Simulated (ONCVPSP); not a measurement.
**praseodymium (Pr): ONCV pseudisation with PBEsol, scalar-relativistic reference atom.**

* Element: praseodymium
* Generator: ONCVPSP 4.0.1
* Type: optimised norm-conserving Vanderbilt (ONCV)
* Functional: PBEsol
* Relativity: scalar-relativistic
* Frozen core: [Kr] 4d10
* Valence charge: 13
* Reference configuration: 4f3 5s2 5p6 6s1.75 6p0.25
* Partial waves: 5s+6s: rc 1.90 bohr, ncon 4, nbas 7, qcut 5 1/bohr, 2 projectors; 5p+6p: rc 3.35 bohr, ncon 4, nbas 7, qcut 3.8 1/bohr, 2 projectors; d scattering state at 0.22 Ha: rc 2.85 bohr, ncon 3, nbas 7, qcut 2.9 1/bohr, 2 projectors, debl 2.1 Ha; 4f: rc 1.50 bohr, ncon 4, nbas 8, qcut 11.7 1/bohr, 3 projectors, debl 0.8 Ha
* Local potential: polynomial inside 1.10 bohr (lpopt 5, dvloc0 0 Ha)
* Core correction: none

In the d channel the program set the typed energies aside and used 0.050, 2.150 Ha.

Results:

| Item | Value |
| --- | --- |
| Cutoffs needed | 56 Ha and 64 Ha (the cutoffs (Ha) at which the residual kinetic energy of the hardest occupied pseudo-wave falls to 1 and 0.1 mHa per electron) |
| Ghost test | ghosts flagged at negative energy: s at -157.2 eV; GHOST(+) flagged for p at 32.4 eV, d at 67.6 eV; a true bound ghost makes a file unfit for plane-wave use |
| Configuration tests | tests left out (the all-electron energies of this program are off by 10 to 40 meV for near-neutral 4f atoms) |

Generation and tests took about 8.2 s on one core of a shared server CPU.
